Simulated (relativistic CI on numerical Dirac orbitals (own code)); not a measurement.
## Radial parameters of Rb XXVI

These numbers are calculated, not measured: Dirac-Coulomb-Breit CI, KLI orbitals optimised for each configuration, model QED (radiative potential, 1s self-energy scaled to tabulated hydrogen-like ionisation energies), unscaled Slater integrals (own radial code, finite nucleus).

Slater integrals F^k, G^k are unscaled and averaged over j, outside the closed core [Ne]; ζ comes from projecting the Hamiltonian with its Breit term on Σ l·s of the shell.

- 3s3p: G^1(3s,3p) = 299780, ζ(3p) = 76950 cm⁻¹; <r>(3s) = 0.4313, <r^2>(3s) = 0.2114, <r>(3p) = 0.4189, <r^2>(3p) = 0.2021 (bohr units).
- 3p²: F^2(3p,3p) = 236850, ζ(3p) = 76897 cm⁻¹; <r>(3p) = 0.4195, <r^2>(3p) = 0.2027 (bohr units).
- 3s3d: G^2(3s,3d) = 189070, ζ(3d) = 8725.1 cm⁻¹; <r>(3s) = 0.4317, <r^2>(3s) = 0.2118, <r>(3d) = 0.3732, <r^2>(3d) = 0.1607 (bohr units).

Averages of the first 10 configurations, taken without configuration mixing, which lowers the lowest level and can move excited configurations by several eV; other configurations of the list can lie among them:

| Configuration | Parity | States | Average energy above the lowest level (eV) |
| --- | --- | --- | --- |
| 3s² | even | 1 | 3.2 |
| 3s3p | odd | 12 | 66.3 |
| 3p² | even | 15 | 139.6 |
| 3s3d | even | 20 | 157.4 |
| 3d² | even | 45 | 316.9 |
| 3p3d | odd | 60 | 226.4 |
| 3p4s | odd | 12 | 648.9 |
| 3d4s | even | 20 | 734.6 |
| 3s4s | even | 4 | 579.2 |
| 3s4p | odd | 12 | 608.3 |
